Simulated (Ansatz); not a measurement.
One change: `CN(C)[CH2][AlH2]` becomes `CN(C)CO`.

Ansatz, PBE0-D4/def2-TZVP geometries, multiplicity 1. Each molecule was computed in one conformer, which needn't be the lowest.

| property | `CN(C)[CH2][AlH2]` |
| --- | --- |
| HOMO energy (B3LYP/def2-TZVPP) / eV | -5.90 |
| HOMO–LUMO gap (B3LYP/def2-TZVPP) / eV | 4.37 |
| LUMO energy (PBE0/def2-TZVPP) / eV | -1.31 |
| HOMO–LUMO gap (ωB97M-V/def2-TZVPP) / eV | 8.66 |
| ideal-gas entropy at 298 K and 1 bar (rigid rotor, harmonic PBE0-D4/def2-TZVP) / J/(mol·K) | 355 |
| size of the dipole moment (PBE/def2-TZVPP) / D | 0.93 |

Give the same properties after the change, and the shifts. (Best estimate.)

Computed: 
```json
{"property": "HOMO energy (B3LYP/def2-TZVPP) / eV", "`CN(C)CO`": "-6.31", "shift": "-0.41"}
{"property": "HOMO–LUMO gap (B3LYP/def2-TZVPP) / eV", "`CN(C)CO`": "7.17", "shift": "2.80"}
{"property": "LUMO energy (PBE0/def2-TZVPP) / eV", "`CN(C)CO`": "1.21", "shift": "2.52"}
{"property": "HOMO–LUMO gap (ωB97M-V/def2-TZVPP) / eV", "`CN(C)CO`": "11.50", "shift": "2.84"}
{"property": "ideal-gas entropy at 298 K and 1 bar (rigid rotor, harmonic PBE0-D4/def2-TZVP) / J/(mol·K)", "`CN(C)CO`": "322", "shift": "-33"}
{"property": "size of the dipole moment (PBE/def2-TZVPP) / D", "`CN(C)CO`": "1.49", "shift": "0.56"}
```

With PBE0 the HOMO falls by 0.41 eV and the LUMO rises by 2.52 eV, so the gap widens by about 2.93 eV. PBE moves the HOMO by -0.36 eV and ωB97M-V by -0.43 eV. The zero-point energy changes by 9.4 kJ/mol with -3 modes. Dipoles are sizes alone; their direction can turn.

B3LYP here is the variant with VWN-RPA as its local correlation; programs differ in this.
